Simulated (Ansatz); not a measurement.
Li₆⁻: single points at one geometry.

```yaml
crystal:
  periodic: [false, false, false]
  atoms:
    - {symbol: Li, position_ang: [-1.951940, 1.598211, 1.661267]}
    - {symbol: Li, position_ang: [0.076601, -0.865645, 1.262165]}
    - {symbol: Li, position_ang: [-1.015795, 0.272802, -1.116707]}
    - {symbol: Li, position_ang: [1.917342, -0.332718, -1.038646]}
    - {symbol: Li, position_ang: [0.266171, -2.664704, -1.397512]}
    - {symbol: Li, position_ang: [0.707630, 1.992044, 0.629431]}
basis:
  gaussian: {orbitals: def2-TZVPD, initial_orbitals: start.molden}
total_charge: -1
magnetization: {spin_polarized: true, initial_magnetization: 3}
hamiltonian: {xc: {name: wB97M-V}}
scf: {omitted_lower_state_checks: [starts]}
output: {orbitals: {seedname: orbitals}}
```

The file start.molden holds the orbitals of an earlier run on this structure, at another level or in another basis.

```sh
$ ansatz run in.yaml --threads 4 --pin off --events-out ev --progress --plain --max-ram 3916MiB
```

Shortened log:

```
Functional definition: wB97M-V
990 factors; their error is unknown
510 factors; integrals over basis functions are off by at most 4.1e-5 eV
mean field evaluation 1: about -1224.1378 eV, gradient 3.2e0 eV
mean field evaluation 2: about -1224.4211 eV, gradient 6.3e-1 eV
mean field evaluation 4: about -1224.9695 eV, gradient 5.9e-1 eV
mean field evaluation 8: about -1224.9920 eV, gradient 5.4e-3 eV
mean field evaluation 16: about -1224.9920 eV, gradient 1.7e-5 eV
mean field -1224.99204348 eV, -45.0176272684 hartree, gradient 1.7e-5 eV, S^2 3.758929; 0 other end points of the search recorded, 0 dependent functions left out
reference -1224.99206101 eV, -45.0176279127 hartree; 11, 8 occupied and 91, 94 virtual orbitals, 990 factors
Total energy: -1224.99206101 eV, -45.0176279127 hartree
Checks for a lower state left out: starts
```

Hardware: 4 threads of Arm Neoverse V2 on a shared host. Wall time 16 s, peak host memory 0.58 GiB.

First input, but with `correlation: {method: mp2}` and without the key `hamiltonian` (abridged; 0.45 s):

```
Functional definition: HF
mean field -1215.62611331 eV, -44.6734356830 hartree, gradient 2.8e-6 eV, S^2 4.153713
second order -6.64390580 eV of doubles, -0.00000000 eV of singles
Total energy: -1222.27001910 eV, -44.9175947177 hartree
Checks for a lower state left out: starts
```

First input, but with `hamiltonian: {xc: {text: "exchange = 0.65*pbe_x + 0.35*exact_x\ncorrelation = pbe_c"}}` (abridged; 1.2 s):

```
Functional definition: unnamed
mean field -1224.72965143 eV, -45.0079845386 hartree, gradient 1.5e-5 eV, S^2 3.823097
Total energy: -1224.72968144 eV, -45.0079856412 hartree
Checks for a lower state left out: starts
```

The first input with `hamiltonian: {xc: {text: "exchange = 0.95*pbe_x + 0.05*exact_x\ncorrelation = pbe_c"}}` (abridged; 1.3 s):

```
Functional definition: unnamed
mean field -1223.97132956 eV, -44.9801167236 hartree, gradient 1.5e-5 eV, S^2 3.784973
Total energy: -1223.97137292 eV, -44.9801183173 hartree
Checks for a lower state left out: starts
```

Geometry: r2SCAN/def2-TZVPD.

Correlated methods freeze no core orbitals; core or outer-core shells of Li are correlated, in sets that lack core-valence functions. At MP2/def2-TZVPD the charge -1 quartet is spin-contaminated (final ⟨S²⟩ up to 4.15, 3.75 for a pure state). At PBE with 5 % exact exchange/def2-TZVPD the highest occupied level of the charge -1 quartet lies above zero (up to 0.38 eV). The electron is either unbound and held by the finite basis, or the level is raised by self-interaction error. At PBE0/def2-TZVPD a doublet of charge -1 lies 0.28 eV below the quartet, each at its own geometry. The structure comes from a short search, and lower isomers may exist.
